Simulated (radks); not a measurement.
Effect of the nuclear size on the scandium ion Sc2+, [Ar] 3d1. All-electron calculation, Dirac Kohn-Sham, LDA (Slater exchange, Perdew-Wang correlation), spin-unpolarised, spherical densities, finite nucleus; open shells fill j = l - 1/2 first; Fermi nuclear charge, rms radius 3.5459 fm. Program: a radial shooting solver on a logarithmic mesh with Libxc functionals. The rms radius is varied about that value; shifts are against it.

rms radius (fm)  total energy shift (eV)  density at nucleus (e/bohr^3)  1s1/2 shift (meV)  2s1/2 shift (meV)
3.0885                          -0.00931                           7236              -3.94             -0.322
3.1913                          -0.00733                           7229              -3.10             -0.253
3.5459                                 0                           7208              0.000              0.000
3.7161                           0.00378                           7198               1.60              0.131
3.9537                           0.00935                           7186               3.96              0.323

Slopes of the eigenvalues against <r^2> in GHz/fm^2, as finite differences over the two radii next to the reference (eigenvalue slopes, not the field-shift constants of lines): 1s1/2 314, 2s1/2 25.6.
